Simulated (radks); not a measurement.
Values are calculated unless marked as measured or tabulated.
Effect of the nuclear size on neutral thulium, [Xe] 4f13 6s2. Level of theory: Dirac Kohn-Sham, BLYP, spin-unpolarised, spherical densities, finite nucleus; open shells fill j = l - 1/2 first; Fermi nuclear charge, rms radius 5.2256 fm (a radial shooting solver on a logarithmic mesh with Libxc functionals). The rms radius is varied about that value; shifts are against it.

| rms radius (fm) | total energy shift (eV) | density at nucleus (e/bohr^3) | 1s1/2 shift (meV) | 2s1/2 shift (meV) | 4p1/2 shift (meV) | 5s1/2 shift (meV) | 5p1/2 shift (meV) | 6s1/2 shift (meV) | 4f7/2 shift (meV) |
|---|---|---|---|---|---|---|---|---|---|
| 4.1857 | -12.7 | 1.015e+06 | -5210 | -701 | 0.287 | -5.34 | 0.514 | -0.208 | 0.902 |
| 4.8703 | -4.57 | 9.703e+05 | -1870 | -252 | 0.102 | -1.92 | 0.184 | -0.075 | 0.324 |
| 5.2256 | 0 | 9.5e+05 | 0.000 | 0.000 | 0.000 | 0.000 | 0.000 | 0.000 | 0.000 |
| 5.7064 | 6.55 | 9.254e+05 | 2680 | 360 | -0.145 | 2.75 | -0.264 | 0.107 | -0.464 |
| 6.1976 | 13.6 | 9.028e+05 | 5580 | 751 | -0.301 | 5.72 | -0.549 | 0.223 | -0.967 |

Slopes of the eigenvalues against <r^2> in GHz/fm^2, as finite differences over the two radii next to the reference (eigenvalue slopes, not the field-shift constants of lines): 1s1/2 124000, 2s1/2 16700, 4p1/2 -6.77, 5s1/2 128, 5p1/2 -12.3, 6s1/2 4.96, 4f7/2 -21.5.
